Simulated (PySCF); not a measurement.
CsSe at UHF-SCS-MP2

Level: UHF-SCS-MP2. Cs def2-TZVPP with ECP46, Se def2-TZVPP; scalar-relativistic core potentials (PySCF 2.14).

```
state                          : ²Π (doublet), unpaired electrons π ↑
bond length                    : 3.259 Å
harmonic wavenumber            : 130 cm⁻¹
force constant                 : 0.499 mdyn/Å
rotational constant Be         : 0.03180 cm⁻¹
anharmonicity ωexe             : 0.295 cm⁻¹
vibration–rotation constant αe : 0.000105 cm⁻¹
well depth De to Cs + Se       : 55.6 kcal/mol
dissociation energy D0         : 55.5 kcal/mol
```

Correlated steps freeze 9 core orbitals. Spin–orbit coupling is left out, which matters for elements this heavy, above all for dissociation energies. The state is the lowest determinant that a PBE0 search found; another state may lie lower at other levels.
